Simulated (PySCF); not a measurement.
Zr(Cl)2(SH)2 (Cl2H2S2Zr), SMILES [SH][Zr]([SH])([Cl])[Cl], multiplicity 1.

Geometry optimised at r2SCAN-D4/def2-SVP. The spin state was assumed, not searched. The def2 effective core potentials stand for the cores of Zr; spin–orbit coupling is left out. The values are those of a single conformer.

These are PBE/def2-TZVP run with PySCF values and carry that method's errors.

Isolated molecule, no solvent.

```
Property                                                                                                           Value
---------------------------------------------------------------------------------------------  -------------------------
total energy                                                                                         -1764.65767 hartree
highest occupied level                                                                                          -6.91 eV
lowest empty level                                                                                              -3.42 eV
orbital gap                                                                                                      3.50 eV
dipole moment                                                                                                     0.70 D
quadrupole, principal values (traceless, Buckingham form, about the centre of nuclear charge)     -5.15, -1.62, 6.76 D·Å
mean static polarisability                                                                        112.5 bohr³ (16.67 Å³)
polarisability, principal values                                                               105.9, 111.7, 119.8 bohr³
```
